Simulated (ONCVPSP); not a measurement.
Pseudopotential generation for Cs: ONCV, revPBE, scalar-relativistic.

* Element: caesium (Cs)
* Generator: ONCVPSP 4.0.1
* Type: optimised norm-conserving Vanderbilt (ONCV)
* Functional: revPBE
* Relativity: scalar-relativistic
* Frozen core: [Kr] 4d10
* Valence charge: 9
* Reference configuration: 5s2 5p6 (charge +1)
* Partial waves: 5s: rc 2.95 bohr, ncon 4, nbas 8, qcut 4.9 1/bohr, 2 projectors, debl 3.3 Ha; 5p: rc 2.65 bohr, ncon 4, nbas 8, qcut 5.9 1/bohr, 2 projectors, debl 2.1 Ha; d scattering state at 0.05 Ha: rc 2.65 bohr, ncon 4, nbas 9, qcut 4.2 1/bohr, local; f scattering state at 0.3 Ha: rc 3.00 bohr, ncon 4, nbas 7, qcut 4.1 1/bohr, 3 projectors, debl 0.7 Ha
* Local potential: the d channel
* Core correction: Teter function, fcfact 2, rcfact 1.3

Problem. Does this generation succeed?

Solution. No. ONCVPSP 4.0.1 stopped with "ERROR pspot: first pseudo wave function has node, program will stop": the optimised pseudo-wave of the first projector has a node, so the radial equation cannot be inverted for a potential. It happened in the f channel.
